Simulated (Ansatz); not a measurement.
Start from `C[Se][AlH2]` and change one atom or group to get `C[Se][AsH2]`.

Ansatz, PBE0-D4/def2-TZVP geometries, multiplicity 1. 

Scalar relativity is left out up to krypton. Spin–orbit coupling is left out; it splits and shifts lone-pair levels of the heavy atoms by tenths of an eV.

| property | `C[Se][AlH2]` |
| --- | --- |
| HOMO energy (ωB97M-V/def2-TZVPP) / eV | -9.03 |
| HOMO–LUMO gap (ωB97M-V/def2-TZVPP) / eV | 9.28 |
| LUMO energy (PBE0/def2-TZVPP) / eV | -1.36 |
| HOMO–LUMO gap (PBE0/def2-TZVPP) / eV | 5.57 |
| HOMO energy (PBE/def2-TZVPP) / eV | -5.87 |
| LUMO energy (ωB97M-V/def2-TZVPP) / eV | 0.25 |

Q: Give the same properties after the change, and the shifts. (Estimate.)

A: Computed: 
| property | `C[Se][AsH2]` | shift |
| --- | --- | --- |
| HOMO energy (ωB97M-V/def2-TZVPP) / eV | -8.60 | 0.43 |
| HOMO–LUMO gap (ωB97M-V/def2-TZVPP) / eV | 9.70 | 0.42 |
| LUMO energy (PBE0/def2-TZVPP) / eV | -0.75 | 0.61 |
| HOMO–LUMO gap (PBE0/def2-TZVPP) / eV | 5.69 | 0.12 |
| HOMO energy (PBE/def2-TZVPP) / eV | -5.29 | 0.58 |
| LUMO energy (ωB97M-V/def2-TZVPP) / eV | 1.10 | 0.85 |

With PBE0 the HOMO rises by 0.48 eV and the LUMO rises by 0.61 eV, so the gap widens by about 0.13 eV. PBE moves the HOMO by 0.58 eV and ωB97M-V by 0.43 eV.
